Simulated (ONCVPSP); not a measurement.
zinc (Zn) ONCV: all-electron and pseudo phase curves

Zn, optimised norm-conserving Vanderbilt (ONCV), made with ONCVPSP 4.0.1 (LDA (Perdew-Wang 92), scalar-relativistic). Core [Ne], reference 3s2 3p6 3d10 4s2. Waves: 3s+4s: rc 1.20 bohr, ncon 4, nbas 8, qcut 8.5 1/bohr, 2 projectors; 3p: rc 0.80 bohr, ncon 4, nbas 7, qcut 16 1/bohr, 1 projector; 3d: rc 1.15 bohr, ncon 4, nbas 8, qcut 10.7 1/bohr, 2 projectors, debl 1.7 Ha. Local part: polynomial inside 0.55 bohr (lpopt 3, dvloc0 6 Ha). Core correction: Teter function, fcfact 2.75, rcfact 1.5.

The phase is arctan(r·R′/R) of the radial function R(r), unwrapped; energies in Ha, scanned from -6 to 5 Ha. A pole is an energy at which the radial function vanishes at the test radius. The pseudo phase is shifted by a multiple of π to meet the all-electron one at the reference energy, and phase errors are pseudo minus all-electron; the curves can meet again beyond the range given. Levels narrower than the energy grid can be missing from the lists of poles.

```tsv
channel	radius (bohr)	reference energy (Ha)	poles, all-electron	poles, pseudo	unbroken range about the reference energy with phases within 0.05 rad	phase error 1 Ha above the reference energy (rad)
s	1.22	-0.23	-4.15	-4.15	the whole range	-0.000
p	0.81	-3.06	2.37	2.23	the whole range	-0.000
d	1.17	-0.38	0.73	0.73	the whole range	-0.000
```

Phases in the s channel:

```csv
E (Ha),all-electron,pseudo
-5.96,0.714,0.714
-5.68,0.370,0.370
-5.40,-0.260,-0.260
-5.12,-0.894,-0.895
-4.84,-1.244,-1.244
-4.56,-1.426,-1.426
-4.28,-1.535,-1.535
-4.00,-1.608,-1.608
-3.72,-1.662,-1.662
-3.44,-1.706,-1.706
-3.16,-1.742,-1.742
-2.88,-1.776,-1.776
-2.60,-1.806,-1.806
-2.32,-1.837,-1.837
-2.04,-1.867,-1.867
-1.76,-1.898,-1.898
-1.48,-1.932,-1.932
-1.20,-1.968,-1.968
-0.92,-2.009,-2.009
-0.64,-2.055,-2.055
-0.36,-2.108,-2.108
-0.08,-2.171,-2.171
0.20,-2.246,-2.246
0.48,-2.337,-2.337
0.76,-2.450,-2.450
1.04,-2.589,-2.589
1.32,-2.758,-2.759
1.60,-2.958,-2.959
1.88,-3.177,-3.180
2.16,-3.399,-3.403
2.44,-3.603,-3.608
2.72,-3.778,-3.784
3.00,-3.922,-3.928
3.28,-4.039,-4.045
3.56,-4.133,-4.139
3.84,-4.209,-4.215
4.12,-4.271,-4.278
4.40,-4.324,-4.330
4.68,-4.367,-4.374
4.96,-4.405,-4.412
```
